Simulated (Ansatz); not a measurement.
`O=C(O[SiH3])[SiH2]F` and `O=CO[SiH3]` differ in one atom or group.

Ansatz, PBE0-D4/def2-TZVP geometries, multiplicity 1. Each molecule was computed in one conformer, which needn't be the lowest.

```tsv
property	`O=C(O[SiH3])[SiH2]F`
size of the dipole moment (PBE/def2-TZVPP) / D	0.45
HOMO–LUMO gap (B3LYP/def2-TZVPP) / eV	6.62
HOMO energy (PBE0/def2-TZVPP) / eV	-8.26
size of the dipole moment (ωB97M-V/def2-TZVPP) / D	0.40
LUMO energy (B3LYP/def2-TZVPP) / eV	-1.40
LUMO energy (PBE/def2-TZVPP) / eV	-2.22
```

Question: What does the change do to each property? (Best estimate.)

Answer: The calculation gave: 
| property | `O=CO[SiH3]` | shift |
| --- | --- | --- |
| size of the dipole moment (PBE/def2-TZVPP) / D | 1.48 | 1.03 |
| HOMO–LUMO gap (B3LYP/def2-TZVPP) / eV | 7.70 | 1.08 |
| HOMO energy (PBE0/def2-TZVPP) / eV | -8.63 | -0.37 |
| size of the dipole moment (ωB97M-V/def2-TZVPP) / D | 1.54 | 1.14 |
| LUMO energy (B3LYP/def2-TZVPP) / eV | -0.68 | 0.72 |
| LUMO energy (PBE/def2-TZVPP) / eV | -1.55 | 0.67 |

With PBE0 the HOMO falls by 0.37 eV and the LUMO rises by 0.79 eV, so the gap widens by about 1.16 eV. PBE moves the HOMO by -0.21 eV and ωB97M-V by -0.48 eV. Dipoles are sizes alone; their direction can turn.

B3LYP here is the variant with VWN-RPA as its local correlation; programs differ in this.
